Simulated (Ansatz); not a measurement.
C$_{2}$H$_{7}$ClGeO, singlet, geometry from GFN2-xTB; HF/def2-SVPD (Ansatz, a first-principles code).

Input for Ansatz:
Ansatz 0.2 input:
```yaml
crystal:
  periodic: [false, false, false]
  atoms:
    - {symbol: Ge, position_ang: [0.73233005, -0.68595292, 0.13375175]}
    - {symbol: Cl, position_ang: [1.46903090, 1.16488526, -0.53307683]}
    - {symbol: O, position_ang: [-1.00223693, -0.59689191, 0.19566287]}
    - {symbol: C, position_ang: [-1.85321637, 0.44526852, 0.64407659]}
    - {symbol: C, position_ang: [-3.01650340, 0.59332857, -0.32434099]}
    - {symbol: H, position_ang: [0.91390590, -1.79010911, -0.86369428]}
    - {symbol: H, position_ang: [1.33924129, -0.98091550, 1.49117337]}
    - {symbol: H, position_ang: [-2.22421106, 0.18706850, 1.64243392]}
    - {symbol: H, position_ang: [-1.30626586, 1.39323872, 0.71366307]}
    - {symbol: H, position_ang: [-3.55121681, -0.34913144, -0.40653875]}
    - {symbol: H, position_ang: [-3.69725353, 1.36256039, 0.03020718]}
    - {symbol: H, position_ang: [-2.64607295, 0.86828491, -1.30871061]}
basis:
  gaussian:
    orbitals: def2-SVPD
hamiltonian:
  xc: hf
```

Output, abridged:

```
Functional definition: HF
1932 factors; their error is unknown
mean field evaluation 1: about -73169.2947 eV, gradient 3.7e1 eV
mean field evaluation 2: about -73171.6882 eV, gradient 2.3e1 eV
mean field evaluation 4: about -73172.6485 eV, gradient 1.1e0 eV
mean field evaluation 8: about -73173.8355 eV, gradient 5.1e-1 eV
mean field -73173.83570783 eV, -2689.0888632554 hartree, gradient 3.6e-5 eV, S^2 0.000000; 0 other end points of the search recorded, 0 dependent functions left out
reference -73173.83570783 eV, -2689.0888632554 hartree; 38, 38 occupied and 146, 146 virtual orbitals, 1932 factors
Total energy: -73173.83570783 eV, -2689.0888632554 hartree
```
